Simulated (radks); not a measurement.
Results of a calculation; reference values are marked as such.
Effect of the nuclear size on the barium ion Ba3+, [Kr] 4d10 5s2 5p5. Level of theory: Dirac Kohn-Sham, PBE, spin-unpolarised, spherical densities, finite nucleus; open shells fill j = l - 1/2 first; Fermi nuclear charge, rms radius 4.8378 fm (a radial shooting solver on a logarithmic mesh with Libxc functionals). The rms radius is varied about that value; shifts are against it.

rms radius (fm) = 4.2718: total energy shift (eV) -1.85; density at nucleus (e/bohr^3) 3.306e+05; 1s1/2 shift (meV) -770; 2s1/2 shift (meV) -92.5; 4p1/2 shift (meV) 0.291; 5s1/2 shift (meV) -0.673; 5p1/2 shift (meV) 0.075; 5p3/2 shift (meV) 0.089; 6s1/2 (empty) shift (meV) -0.151
rms radius (fm) = 4.6733: total energy shift (eV) -0.556; density at nucleus (e/bohr^3) 3.249e+05; 1s1/2 shift (meV) -232; 2s1/2 shift (meV) -27.9; 4p1/2 shift (meV) 0.088; 5s1/2 shift (meV) -0.203; 5p1/2 shift (meV) 0.023; 5p3/2 shift (meV) 0.027; 6s1/2 (empty) shift (meV) -0.045
rms radius (fm) = 4.8378: total energy shift (eV) 0; density at nucleus (e/bohr^3) 3.228e+05; 1s1/2 shift (meV) 0.000; 2s1/2 shift (meV) 0.000; 4p1/2 shift (meV) 0.000; 5s1/2 shift (meV) 0.000; 5p1/2 shift (meV) 0.000; 5p3/2 shift (meV) 0.000; 6s1/2 (empty) shift (meV) 0.000
rms radius (fm) = 5.1474: total energy shift (eV) 1.09; density at nucleus (e/bohr^3) 3.189e+05; 1s1/2 shift (meV) 454; 2s1/2 shift (meV) 54.5; 4p1/2 shift (meV) -0.171; 5s1/2 shift (meV) 0.397; 5p1/2 shift (meV) -0.044; 5p3/2 shift (meV) -0.053; 6s1/2 (empty) shift (meV) 0.089
rms radius (fm) = 6.0473: total energy shift (eV) 4.56; density at nucleus (e/bohr^3) 3.091e+05; 1s1/2 shift (meV) 1900; 2s1/2 shift (meV) 228; 4p1/2 shift (meV) -0.717; 5s1/2 shift (meV) 1.66; 5p1/2 shift (meV) -0.185; 5p3/2 shift (meV) -0.220; 6s1/2 (empty) shift (meV) 0.372

Slopes of the eigenvalues against <r^2> in GHz/fm^2, as finite differences over the two radii next to the reference (eigenvalue slopes, not the field-shift constants of lines): 1s1/2 35600, 2s1/2 4280, 4p1/2 -13.4, 5s1/2 31.1, 5p1/2 -3.47, 5p3/2 -4.13, 6s1/2 (empty) 6.98.
